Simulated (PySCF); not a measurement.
Harmonic spectrum computed at B3LYP in the def2-SVP basis family (core potentials from Rb on, PySCF, no spin–orbit coupling):

```tsv
ω (cm⁻¹)	IR (km/mol, summed over degenerate members)	degeneracy
69	0.0	1
172	27.4	2
187	0.0	1
222	6.1	1
599	0.0	1
647	61.2	2
681	17.5	1
```

Which molecule gave it? In each, all ligands are bound to the one heavy central atom.
A. TiF₄ (singlet)
B. NiF₄ (quintet)
C. CF₄ (singlet)
D. TcF₄ (quartet)

B. It has D2d symmetry with Ni–F 1.747 Å (×4).
